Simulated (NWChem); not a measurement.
Si2H2, singlet; SMILES [SiH2]=[Si]

Results from NWChem. Low-valent species are run as closed-shell singlets; no triplet was tried in these runs. Geometry: optimised at PBE-D3(BJ)/def2-SVP. Total energies compare along this basis series because the functional is fixed.

```
level             basis functions  energy (Ha)  highest occupied level (eV)  orbital gap (eV)  dipole (D)
----------------  ---------------  -----------  ---------------------------  ----------------  ----------
TPSS/pcseg-1                   46    -580.0982                        -5.21              0.83        0.25
TPSS/aug-pcseg-1               72    -580.0997                        -5.19              0.83        0.25
TPSS/pcseg-2                   96    -580.1466                        -5.18              0.82        0.18
TPSS/STO-3G                    20    -573.3324                        -0.70              1.00        0.90
TPSS/def2-SVP                  46    -579.9379                          [?]              0.82        0.29
```

Complete the blanks.


- TPSS/def2-SVP, highest occupied level (eV): -5.14
